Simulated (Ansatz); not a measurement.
Compare A (`BC[SiH2]O`) with its isomer B (`BC(O)[SiH3]`).

Gas-phase electronic energies from Ansatz, PBE0-D4/def2-TZVP geometries. CCSD(T)/CBS adds triple-zeta CCSD(T) − MP2 to the extrapolated MP2 energy (def2 sets, frozen cores). DFT in def2-TZVPP. B3LYP here is the variant with VWN-RPA as its local correlation; programs differ in this. Each species was taken in one conformer, which may not be the lowest.

(1) Which isomer does CCSD(T)/CBS put lower? Give the gap. (Best estimate.)

(2) Give E(B) − E(A) in kJ/mol with PBE0-D4, CCSD(T)/def2-SVP, r2SCAN-D4, B2PLYP, LDA (SPW92), CCSD/def2-TZVPP, B3LYP-D4. (Best estimate.)

(3) Does the order hold for the free energy at 298.15 K (harmonic terms from PBE0-D4)? (Estimate.)

Largest T1 diagnostic: 0.013.

Results:

(1) Computed: A, by 208.6 kJ/mol.

(2) The calculation gave: PBE0-D4 193.2, CCSD(T)/def2-SVP 181.8, r2SCAN-D4 199.4, B2PLYP 207.8, LDA (SPW92) 175.2, CCSD/def2-TZVPP 210.0, B3LYP-D4 199.3. None reverses the order clearly.

(3) The calculation gave: Yes: G(B) − G(A) = +205.8 kJ/mol, for one conformer each.

From r2SCAN to r2SCAN0 (25 % exact exchange), in def2-TZVPP and without D4, E(B) − E(A) moves by +6.4 kJ/mol. Leaving LDA and LC-ωPBE aside and taking each functional with its dispersion term where it has one, the values, not all of them listed here, spread over 31.8 kJ/mol, from revPBE-D4 to BHLYP-D4. LDA lies −7.2 kJ/mol from PBE without D4.
